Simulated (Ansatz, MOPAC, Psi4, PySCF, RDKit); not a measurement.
Pair of molecules: HCl (SMILES Cl) (first 2 atoms) with ClH3Si (SMILES [SiH3]Cl); geometry from B3LYP-D3(BJ)/def2-TZVP, rigid monomers moved along the line of their centres of mass till H2···Cl4 is 4.43 Å.
(charge 0, multiplicity 1):
| atom | x (Å) | y (Å) | z (Å) |
|---|---|---|---|
| Cl | -0.3135 | -0.4178 | 0.9692 |
| H | 0.5898 | -0.1007 | 1.8322 |
| Si | -0.1060 | 0.8197 | 6.6664 |
| Cl | 1.8448 | 0.9561 | 5.9513 |
| H | -0.5783 | -0.5560 | 6.4336 |
| H | -0.9261 | 1.7998 | 5.9336 |
| H | -0.0653 | 1.1315 | 8.1071 |

| level | interaction energy (kcal/mol) | minus MP2/CBS(aug-cc-pV(D+d)Z, aug-cc-pV(T+d)Z) + ΔCCSD(T)/aug-cc-pV(D+d)Z | cost |
|---|---|---|---|
| UFF | -0.22 | 0.23 | - |
| PM6 | -0.26 | 0.19 | - |
| HF/aug-cc-pV(D+d)Z | -0.34 | 0.11 | - |
| HF/aug-cc-pV(T+d)Z | -0.32 | 0.13 | - |
| PBE-D3(BJ)/def2-TZVPPD | -0.53 | -0.07 | ×1 |
| BP86/6-31G* (no counterpoise) | -0.32 | 0.14 | - |
| r2SCAN-D4/def2-TZVPPD | -0.45 | 0.00 | ×1 |
| B3LYP/6-31G* | -0.33 | 0.13 | - |
| B3LYP/6-311+G** (no counterpoise) | -0.45 | 0.01 | - |
| B3LYP/def2-TZVPPD | -0.23 | 0.22 | ×1 |
| B3LYP-D3(BJ)/def2-TZVPPD | -0.48 | -0.02 | ×1 |
| B3LYP-D4/def2-TZVPPD | -0.42 | 0.03 | ×1 |
| PBE0-D4/def2-TZVPPD | -0.50 | -0.05 | ×1 |
| wB97M-V/def2-TZVPPD | -0.46 | -0.01 | ×3 |
| MP2/6-31G* (no counterpoise) | -0.49 | -0.04 | - |
| MP2/aug-cc-pV(T+d)Z | -0.49 | -0.03 | ×2 |
| SCS-MP2/aug-cc-pV(D+d)Z | -0.44 | 0.02 | - |
| CCSD(T)/aug-cc-pV(D+d)Z | -0.45 | 0.01 | ×5 |
| MP2/CBS(aug-cc-pV(D+d)Z, aug-cc-pV(T+d)Z) + ΔCCSD(T)/aug-cc-pV(D+d)Z | -0.46 | 0.00 | ×7 |
| SAPT0/jun-cc-pV(D+d)Z | -0.46 | -0.01 | - |

 The comparison column counts from a level with limits of its own.

The rows run from -0.53 (PBE-D3(BJ)/def2-TZVPPD) to -0.22 kcal/mol (UFF). The dispersion term adds -0.24 in B3LYP-D3(BJ), -0.19 in B3LYP-D4.

Monomers are frozen at their geometry in the pair; levels with a basis set take the counterpoise correction. Rows marked so take none. RDKit's UFF carries no charges.

Correlated levels freeze the cores. CBS(a, b) extrapolates the correlation energy as X⁻³ and adds the Hartree–Fock energy of set b. Rows in 6-311+G**, 6-31G* carry no dispersion term and start afresh at each structure (6-31G* with six Cartesian d functions). MP2/6-31G* freezes PySCF's default core. The state reached by PM6 isn't checked.

The values were computed with Ansatz (a quantum-chemistry and plane-wave program) with Gaussian orbitals; MOPAC for PM6 (differences of heats of formation); Psi4 for SAPT; PySCF for 6-311+G** rows, 6-31G* rows, the dispersion terms; RDKit for the force fields. Values without a source in brackets are computed.

Costs are rough ratios of core time to PBE/def2-TZVPPD (about 8 s over the structures, on one shared machine); a dash marks a level with no comparable run of its own.
